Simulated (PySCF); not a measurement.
Compound: CH₈OP₂Si.
Atom-mapped SMILES: `[CH3:1][O:2][SiH:3]([PH2:4])[PH2:5]` (hydrogens: H6, H7, H8 on C1; H9 on Si3; H10, H11 on P4; H12, H13 on P5)

Structure used (GFN2-xTB), in Å, numbered top down from 1:
```xyz
13
CH8OP2Si angstrom
C      0.1884    2.1059   -0.0884
O      0.6532    0.8118   -0.3547
Si    -0.2422   -0.5358   -0.5139
P     -1.7625   -0.5717    1.1576
P      1.2423   -2.2245   -0.6052
H     -0.0840    2.6025   -1.0217
H     -0.6851    2.0788    0.5682
H      0.9917    2.6599    0.3977
H     -1.0049   -0.5139   -1.7725
H     -2.3525   -1.7532    0.7573
H     -0.9534   -1.2195    2.0762
H      2.2043   -1.4747   -1.2533
H      1.8002   -1.9652    0.6349
```

Vertical excitations from PySCF (density fitting, frozen core in the response, grid level 2 and gas phase unless stated; continuum runs use non-equilibrium linear response for the excitations) on a GFN2-xTB geometry. Reference run:

| settings | S1, eV (f) | S2, eV (f) | S3, eV (f) | S4, eV (f) | S5, eV (f) | S6, eV (f) | T1, eV (Tamm–Dancoff) | mean α (au) |
| --- | --- | --- | --- | --- | --- | --- | --- | --- |
| PBE0/def2-SVPD, full TDDFT, 6 singlets | 5.94 (0.040) | 6.15 (0.021) | 6.33 (0.013) | 6.58 (0.106) | 6.65 (0.074) | 6.77 (0.127) | 5.17 | 98.4 |

**Question.** What do these settings give: PBE0/def2-SVPD, IEF-PCM acetone, energy threshold 1e-06 Eh, TDA, 6 singlets?

**Answer.** 
```
                                                                   settings    S1, eV (f)    S2, eV (f)    S3, eV (f)    S4, eV (f)    S5, eV (f)    S6, eV (f)  T1, eV (Tamm–Dancoff)  mean α (au)
PBE0/def2-SVPD, IEF-PCM acetone, energy threshold 1e-06 Eh, TDA, 6 singlets  6.04 (0.105)  6.24 (0.042)  6.45 (0.023)  6.62 (0.354)  6.72 (0.035)  6.85 (0.196)                   5.21        140.0
```

S1 moves by +0.10 eV; environment and response scheme change together, so the shift can't be laid on one. States are counted by energy in each run and needn't keep their character from row to row.

**Question.** Give the leading configurations of S1 (H = HOMO, L = LUMO) and the HOMO–LUMO gap of each run.

**Answer.** 
| settings | S1 configurations (weight) | S1 (eV) | orbital gap (eV) | S1 − gap (eV) |
| --- | --- | --- | --- | --- |
| PBE0/def2-SVPD, full TDDFT, 6 singlets | H→L 0.76, H→L+1 0.13 | 5.94 | 7.12 | -1.18 |
| PBE0/def2-SVPD, IEF-PCM acetone, energy threshold 1e-06 Eh, TDA, 6 singlets | H→L 0.73, H→L+1 0.13, H−1→L 0.09 | 6.04 | 7.18 | -1.14 |

One conformer (not necessarily the lowest) at the GFN2-xTB geometry, without vibrations or thermal averaging.
